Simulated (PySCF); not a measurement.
# A small calculation by hand: dipole moment from atomic charges

C₃H₄ClF, SMILES C/C(Cl)=C\F. Atoms are numbered in the order given.

```xyz
9

C     -1.6316    -0.1900     0.0000
C     -0.1596     0.0180     0.0000
Cl     0.3904     1.6645     0.0000
C      0.7621    -0.9471     0.0000
F      0.4151    -2.2322     0.0000
H     -2.0889     0.2736     0.8881
H     -1.8602    -1.2639     0.0000
H     -2.0889     0.2736    -0.8881
H      1.8406    -0.7750     0.0000
```
Charge 0, spin multiplicity 1.

Geometry optimised at PBE0-D3(BJ)/def2-SVP.

Charges (e) from PBE0/def2-TZVP (PySCF):

| atom | IAO | ESP fit |
|---|---|---|
| C1 | -0.437 | -0.391 |
| C2 | -0.050 | 0.103 |
| Cl3 | -0.031 | -0.120 |
| C4 | 0.120 | -0.091 |
| F5 | -0.266 | -0.099 |
| H6 | 0.165 | 0.143 |
| H7 | 0.169 | 0.151 |
| H8 | 0.165 | 0.143 |
| H9 | 0.165 | 0.161 |

The dipole moment of the full density is 0.51 D.

**Question.** What dipole moment does each set of point charges give, and which comes closer to that of the density?

**Answer.** 
μ = Σ q r, and 1 e Å = 4.8032 D.
IAO: Σ q r = (-0.010, 0.259, 0.000) e Å, |μ| = 1.25 D.
ESP fit: Σ q r = (-0.118, -0.054, 0.000) e Å, |μ| = 0.62 D.
ESP fit comes closer in size. Point charges leave out the atoms' own dipoles (lone pairs, polarised bonds); fits to the potential absorb them, partitions of the density don't.
